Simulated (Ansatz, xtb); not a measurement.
# A geometry optimisation of BFSi2 with r2SCAN-D4/def2-SVP

The starting geometry of this gas-phase singlet has its atoms placed at random.

| atom | x (Å) | y (Å) | z (Å) |
| --- | --- | --- | --- |
| B | 0.3098 | -1.5596 | -0.0446 |
| F | -1.1950 | 0.5803 | 1.1600 |
| Si | 0.2101 | 1.3113 | -1.3843 |
| Si | 0.5400 | -0.2054 | 1.3322 |

Question: One run relaxed it with r2SCAN-D4/def2-SVP. What is a likely outcome?

Answer: It ends as a structure with F2 bridging Si3 and Si4, given below by its coordinates. Distances that change by over a tenth: F2–Si3 (3.00 → 1.95 Å). Contacts that close: B1–Si3 (3.17 → 1.94 Å).

The energy falls by 3.94 eV over 10 steps:

```tsv
step	E − E(last) (eV)
1	3.944
2	2.785
3	1.518
4	0.474
5	0.142
6	0.039
7	0.007
8	0.001
9	0.000
10	0.000
```

Final geometry (Å):

```yaml
atoms:
  - { symbol: B, position_ang: [0.2692, -0.9576, -0.2215] }
  - { symbol: F, position_ang: [-0.9297, 0.5986, 0.7092] }
  - { symbol: Si, position_ang: [-0.0310, 0.7907, -1.0077] }
  - { symbol: Si, position_ang: [0.5564, -0.3051, 1.5833] }
```

From the same start GFN2-xTB ends elsewhere, differing in F2–Si3 (5.24 against 1.95 Å here).

From so rough a start the end depends on the optimiser's path, so another program may land elsewhere. The end wasn't checked by frequencies. Run with Ansatz 0.2.0, 23 s on 1 thread of Intel(R) Xeon(R) Platinum 8259CL CPU @ 2.50GHz (Skylake/Cascade Lake), with other jobs on the host.
